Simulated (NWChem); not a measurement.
System: SiNH4Cl; SMILES N[SiH2]Cl

Here is an NWChem input.

```
start job
memory heap 200 mb stack 900 mb global 1100 mb
geometry units angstroms
  Si     0.232507     0.774650     0.205419
  N      1.804529     0.112022     0.018427
  Cl    -1.028072    -0.741833    -0.204138
  H      0.100299     1.824809    -0.796020
  H     -0.109179     1.258030     1.545319
  H      2.000398    -0.828581     0.320503
  H      2.614571     0.697044     0.130583
end
basis spherical
  * library 6-31g*
end
dft
  xc b3lyp
  iterations 150
end
driver
  maxiter 120
end
task dft optimize
task dft freq
```

B3LYP is NWChem's, with the RPA form of VWN correlation.

The level has its own optimisation; frequencies are unscaled.

Problem. What results follow from this input? (B3LYP/6-31G* (spherical d).) Quantities: r N–Si (Å); r Cl–Si (Å); r H–Si (Å); r H–N (Å); highest harmonic frequency (cm⁻¹); lowest (cm⁻¹); zero-point energy (kcal/mol); dipole (D).

Solution. 
```yaml
r N–Si (Å): 1.717
r Cl–Si (Å): 2.101
r H–Si (Å): 1.479
r H–N (Å): 1.014
highest harmonic frequency (cm⁻¹): 3650
lowest (cm⁻¹): 230
zero-point energy (kcal/mol): 28.4
dipole (D): 2.41
```
